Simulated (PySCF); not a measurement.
TDDFT excited states: C6H9NSi

Compound: C6H9NSi.
Numbering: `[CH2:1]=[CH:2]/[CH:3]=[C:4](\[CH3:5])[SiH2:6][C:7]#[N:8]` (hydrogens: H9, H10 on C1; H11 on C2; H12 on C3; H13, H14, H15 on C5; H16, H17 on Si6)

Structure used (GFN2-xTB), in Å, numbered top down from 1:
```xyz
17
C6H9NSi angstrom
C     -2.5936    0.1778    1.9688
C     -1.8636    0.3366    0.8676
C     -0.5666   -0.2742    0.6987
C      0.2564   -0.1813   -0.3588
C     -0.0403    0.6094   -1.5981
Si     1.9217   -1.0672   -0.3542
C      3.2081    0.2679   -0.6080
N      3.9805    1.0989   -0.7678
H     -3.5587    0.6399    2.0854
H     -2.2447   -0.4221    2.7939
H     -2.2454    0.9488    0.0631
H     -0.2475   -0.8722    1.5450
H      0.6951    1.4075   -1.7069
H      0.0448   -0.0298   -2.4772
H     -1.0314    1.0531   -1.5909
H      2.2138   -1.7069    0.9279
H      2.0642   -1.9742   -1.4983
```

Computed with PySCF, TDDFT CAM-B3LYP/def2-SVPD, vertical, gas phase, core orbitals frozen in the response.

Question: List the vertical singlet excitations with oscillator strengths and describe the spectrum.

Answer: 

| state | E (eV) | λ (nm) | ν̃ (cm⁻¹) | f | main configurations (H = HOMO, L = LUMO) |
| --- | --- | --- | --- | --- | --- |
| S1 | 5.50 | 225.6 | 44340 | 0.870 | H→L (98%) |
| S2 | 6.27 | 197.8 | 50550 | 0.0035 | H→L+1 (86%) |
| S3 | 6.40 | 193.7 | 51620 | 0.0045 | H-1→L (83%) |
| S4 | 6.75 | 183.7 | 54450 | 0.0017 | H→L+2 (89%) |
| S5 | 6.91 | 179.3 | 55760 | 0.016 | H→L+3 (67%), H→L+5 (21%) |
| S6 | 7.18 | 172.6 | 57940 | 0.0004 | H-3→L+1 (29%), H-4→L+2 (17%), H-1→L+2 (14%) |
| S7 | 7.28 | 170.2 | 58750 | 0.012 | H→L+4 (61%), H→L+5 (15%), H→L+6 (11%) |
| S8 | 7.33 | 169.0 | 59160 | 0.011 | H→L+6 (34%), H→L+7 (30%), H-2→L (14%) |

Triplets (Tamm–Dancoff): T1 3.08 eV, H→L (92%); T2 5.05 eV, H-2→L (49%), H→L+7 (21%), H→L+8 (13%); T3 5.91 eV, H-1→L (66%).

The lowest singlet lies at 5.50 eV (226 nm, ultraviolet) and is strong; its leading configuration is HOMO→LUMO (98%). The lowest level is also the most intense of those listed (f = 0.870). Löwdin shares by element: HOMO carbon 82% or more (atoms not listed hold the other 18%); LUMO carbon 73% or more (atoms not listed hold the other 27%). The oscillator strengths of these states sum to 0.919; summed over the whole spectrum of an exact calculation they would give the number of electrons, 66 (Thomas–Reiche–Kuhn). Orbital energies (eV): HOMO-3 -11.11, HOMO-2 -11.04, HOMO-1 -10.42, HOMO -8.31, LUMO -0.44, LUMO+1 0.64, LUMO+2 0.94. Of the 8 states listed, 4 reach f = 0.01 and 1 stays under 0.0005. Only the lowest 8 singlets were computed, as vertical energies without vibronic structure.

One conformer stands for the species.
